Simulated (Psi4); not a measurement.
C₃H₇ClMg (SMILES C[CH](C)[Mg][Cl]), singlet, geometry from GFN2-xTB (such geometries of metal compounds can be far from the true shape); PBE/def2-SVPD (Psi4 1.11).

Input for Psi4:
```
memory 2 GB

molecule {
0 1
Mg   -0.16273004    1.03310040    0.54401596
Cl    1.81028617    0.30947181    1.11008389
C    -1.34313960   -0.13755143   -0.76775962
C    -1.54901445   -1.48171253   -0.09326402
C    -0.55057022   -0.29245303   -2.05303668
H    -2.31487304    0.31265845   -0.98962478
H    -2.04556878   -2.18003542   -0.77389996
H    -0.58760253   -1.91988770    0.19011905
H    -2.16766548   -1.38417335    0.80203816
H    -0.44855907    0.66347598   -2.57226925
H    -1.04955929   -0.99367595   -2.72889366
H     0.44806947   -0.68628572   -1.84272527
}

set {
  basis def2-svpd
}

energy('pbe')
print_variables()
```

Predict the main parts of the log of this Psi4 run.


```
   => Loading Basis Set <=

    Name: DEF2-SVPD
    Role: ORBITAL
    Keyword: BASIS

         ---------------------------------------------------------
                                   SCF
               by Justin Turney, Rob Parrish, Andy Simmonett
                          and Daniel G. A. Smith
                              RKS Reference
         ---------------------------------------------------------

  ==> Geometry <==

    Molecular point group: c1
    Full point group: C1

    Geometry (in Angstrom), charge = 0, multiplicity = 1:

       Center              X                  Y                   Z               Mass
    ------------   -----------------  -----------------  -----------------  -----------------
         MG          -0.259370809351     0.970126517126     0.456565659432    23.985041697000
         CL           1.713645400649     0.246497927126     1.022633589432    34.968852682000
         C           -1.439780369351    -0.200525312874    -0.855209920568    12.000000000000
         C           -1.645655219351    -1.544686412874    -0.180714320568    12.000000000000
         C           -0.647210989351    -0.355426912874    -2.140486980568    12.000000000000
         H           -2.411513809351     0.249684567126    -1.077075080568     1.007825032230
         H           -2.142209549351    -2.243009302874    -0.861350260568     1.007825032230
         H           -0.684243299351    -1.982861582874     0.102668749432     1.007825032230
         H           -2.264306249351    -1.447147232874     0.714587859432     1.007825032230
         H           -0.545199839351     0.600502097126    -2.659719550568     1.007825032230
         H           -1.146200059351    -1.056649832874    -2.816343960568     1.007825032230
         H            0.351428700649    -0.749259602874    -1.930175570568     1.007825032230

  Running in c1 symmetry.

  Rotational constants: A =      0.16961  B =      0.05158  C =      0.05044 [cm^-1]
  Rotational constants: A =   5084.75323  B =   1546.31354  C =   1512.25365 [MHz]
  Nuclear repulsion =  239.634752823632937

  Charge       = 0
  Multiplicity = 1
  Electrons    = 54
  Nalpha       = 27
  Nbeta        = 27

  ==> Algorithm <==

  SCF Algorithm Type is DF.
  DIIS enabled.
  MOM disabled.
  Fractional occupation disabled.
  Guess Type is SAD.
  Energy threshold   = 1.00e-06
  Density threshold  = 1.00e-06
  Integral threshold = 1.00e-12

  ==> Primary Basis <==

  Basis Set: DEF2-SVPD
    Blend: DEF2-SVPD
[...]
   @DF-RKS iter   5:  -778.08090755872149   -8.41494e-02   3.95250e-04 ADIIS/DIIS
   @DF-RKS iter   6:  -778.08270649630811   -1.79894e-03   1.81719e-04 ADIIS/DIIS
   @DF-RKS iter   7:  -778.08318377935484   -4.77283e-04   3.85895e-05 DIIS
   @DF-RKS iter   8:  -778.08320609443172   -2.23151e-05   1.41471e-05 DIIS
   @DF-RKS iter   9:  -778.08320966665678   -3.57223e-06   1.78955e-06 DIIS
   @DF-RKS iter  10:  -778.08320970752322   -4.08664e-08   6.39243e-07 DIIS
  Energy and wave function converged.

  ==> Post-Iterations <==

   Electrons on quadrature grid:
      Ntotal   =   53.9999058765 ; deviation = -9.412e-05

    Orbital Energies [Eh]
    ---------------------

    Doubly Occupied:

[...]
    Virtual:

[...]
    Final Occupation by Irrep:
              A
    DOCC [    27 ]
    NA   [    27 ]
    NB   [    27 ]

  @DF-RKS Final Energy:  -778.08320970752322

   => Energetics <=

    Nuclear Repulsion Energy =            239.6347528236329367
    One-Electron Energy =               -1550.0015133009615056
    Two-Electron Energy =                 595.4137301658558954
    DFT Exchange-Correlation Energy =     -63.1301793960505364
    Empirical Dispersion Energy =           0.0000000000000000
    VV10 Nonlocal Energy =                  0.0000000000000000
    Total Energy =                       -778.0832097075232241

Computation Completed

Properties will be evaluated at   0.000000,   0.000000,   0.000000 [a0]

Properties computed using the SCF density matrix

 Multipole Moments:

 ------------------------------------------------------------------------------------
     Multipole            Electronic (a.u.)      Nuclear  (a.u.)        Total (a.u.)
 ------------------------------------------------------------------------------------

 L = 1.  Multiply by 2.5417464519 to convert [e a0] to [Debye]
 Dipole X            :          8.6225092           -9.8617275           -1.2392183
 Dipole Y            :          7.4568548           -6.4261833            1.0306715
 Dipole Z            :          8.9179885           -8.9238843           -0.0058958
 Magnitude           :                                                    1.6118253

 ------------------------------------------------------------------------------------

  Variable Map:
  ----------------------------------------------------------------------------
[...]
  Array Variable Map:
  ----------------------------------------------------------------------------
[...]
[...]
```
